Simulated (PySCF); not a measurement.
**How methods differ on the ionisation energy of Br**

Br [Ar] 3d10 4s2 4p5 (2P) → Br+ [Ar] 3d10 4s2 4p4 (3P), as a difference of total energies. Computed with PySCF 2.14 in x2c-TZVPPall (6s5p4d1f, 48 functions), with scalar relativity by spin-free X2C-1e. Correlated levels: valence: [Ar] 3d10 frozen. The calculations carry no spin-orbit coupling.

```json
{"method": "UHF", "ionisation energy (eV)": "10.722"}
{"method": "MP2 (valence)", "ionisation energy (eV)": "11.539"}
{"method": "SCS-MP2 (valence)", "ionisation energy (eV)": "11.537"}
{"method": "CCSD (valence)", "ionisation energy (eV)": "11.541"}
{"method": "CCSD(T) (valence)", "ionisation energy (eV)": "11.575"}
{"method": "CCSDT (valence)", "ionisation energy (eV)": "11.575"}
```

Q: How much does correlation contribute at CCSD(T) (valence)?

A: 11.575 − (10.722) = 0.853 eV, measured against UHF.

A first-order spin-orbit estimate (lowest level to lowest level, LS coupling) adds -0.020 eV.

Errors of the correlated levels include the incompleteness of this basis and the frozen core.

For comparison: 11.814 eV (measured; NIST Atomic Spectra Database, ionization energies).
